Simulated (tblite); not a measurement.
Run record: tight-binding relaxation, `CO[CH2][GeH2][C@@H]1CCCO1`.

Computed with GFN2-xTB geometry optimisation, gas phase (tblite 0.8.0). Start geometry: from a force field or distance geometry. The input is one job of a driver script: a line of settings, then coordinates in Å.

Command:
```bash
OMP_NUM_THREADS=1 python probes_run.py task.json out
```

Input:
```
{"job": {"kind": "relax", "xc": "GFN2-xTB", "basis": "xTB"}, "charge": 0, "multiplicity": 1}
C      2.857300     0.779900    -1.030300
O      2.022300     0.444200     0.053100
C      1.762400    -0.946100     0.025600
Ge     0.538100    -1.375300     1.468000
C     -1.093800    -0.322500     1.328000
C     -1.893300    -0.693300     0.077300
C     -2.434400     0.628000    -0.373200
C     -1.406900     1.613700     0.161700
O     -0.757800     1.046100     1.276100
H      3.072800     1.865700    -0.968300
H      2.325500     0.597600    -1.997600
H      3.812100     0.229700    -0.995300
H      2.678500    -1.534500     0.173400
H      1.262400    -1.230700    -0.934800
H      0.180200    -2.881300     1.421900
H      1.224800    -1.060000     2.839300
H     -1.711700    -0.500900     2.228000
H     -1.235000    -1.115100    -0.716500
H     -2.700600    -1.412800     0.318200
H     -3.417700     0.811900     0.114400
H     -2.534700     0.686100    -1.471400
H     -1.906000     2.564400     0.448500
H     -0.649200     1.832000    -0.614900
```

Output:
```
step      E/eV     max force
  0    -816.52043    1.598
  1    -816.63887    0.944
  2    -816.68772    0.340
  3    -816.70598    0.279
  4    -816.72258    0.351
  5    -816.73663    0.276
  6    -816.74771    0.253
  7    -816.75497    0.174
  8    -816.75931    0.148
  9    -816.76218    0.095
... (148 lines left out)
158    -816.87238    0.021
159    -816.87248    0.020
160    -816.87256    0.016
161    -816.87263    0.015
162    -816.87268    0.014
163    -816.87274    0.016
164    -816.87279    0.014
165    -816.87282    0.012
166    -816.87284    0.010
167    -816.87286    0.009
```

«max force» is the largest atomic force in eV/Å.

**Question.** From which step on does the largest force stay under 0.1 eV/Å, and how much energy is left to gain from there?

**Answer.** From step 125 (0.069 eV/Å), 15.5 meV above the end.

In short: energy lowered by 8.1 kcal/mol over 167 steps; largest atomic force 0.009 eV/Å at the end.

**Question.** How long does this job take on one thread of an Arm Neoverse N1, shared host?

**Answer.** About 2.7 s.
Labels such as C1 count atoms from 1, the log's own numbers from 0.
